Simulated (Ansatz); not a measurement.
The cluster ReO2⁺ (the lowest singlet isomer of a short search) was relaxed with PBE0-D4 (def2-TZVP) in Ansatz in these states: charge +1 quintet, charge +1 triplet. The geometries follow in no particular order.

In the def2 sets Re takes a core potential; there is no spin–orbit coupling.

A:

```
atom   x (Å)   y (Å)   z (Å)
 Re1   0.577  -0.133  -0.183
  O2  -0.116  -0.720   1.205
  O3  -0.460   0.853  -1.022
```

B:

```
atom    x (Å)    y (Å)    z (Å)
 Re1   0.2302  -0.3792   0.0150
  O2  -0.6631   0.2246   1.5162
  O3   0.4329   0.1547  -1.5312
```

Q: Judge from the bond lengths which geometry belongs to which state (an estimate).

A: A is the charge +1 triplet (Re1–O2 1.659 Å, Re1–O3 1.659 Å); B is the charge +1 quintet (Re1–O2 1.848 Å, Re1–O3 1.648 Å).

At PBE0-D4/def2-TZVP a triplet lies 2.13 eV below the charge +1 quintet. These are the stationary points nearest to one start from a short search; other shapes may lie lower in each state.
